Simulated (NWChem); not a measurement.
System: SiH4TeO; SMILES [SiH3]O[TeH]

The following NWChem deck was run.

```
start job
memory heap 200 mb stack 900 mb global 1100 mb
geometry units angstroms noautosym nocenter noautoz
  Te    -0.211244    -0.875643     0.093020
  H     -0.795669    -0.925061    -1.474580
  O      0.701263     0.890384    -0.122892
  Si    -0.120681     2.338906     0.045382
  H     -1.189808     2.477007    -0.992756
  H      0.893161     3.417297    -0.132255
  H     -0.753979     2.456286     1.395259
end
basis spherical
  * library def2-svpd
end
ecp
  Te library def2-ecp
end
dft
  xc pbe0
  iterations 150
end
property
  response 1 0.0
end
task dft property
```

The geometry was optimised at PBE0/def2-SVP. No frequency run checked for a minimum. def2 effective core potentials on Te; no spin-orbit coupling.

Static field.

**Question.** Give the results of this calculation. (PBE0/def2-SVPD with def2 effective core potentials on Te.) Quantities: isotropic polarisability (bohr³); anisotropy (bohr³).

**Answer.** 
| Item | Result |
|---|---|
| isotropic polarisability (bohr³) | 72.5 |
| anisotropy (bohr³) | 21.8 |
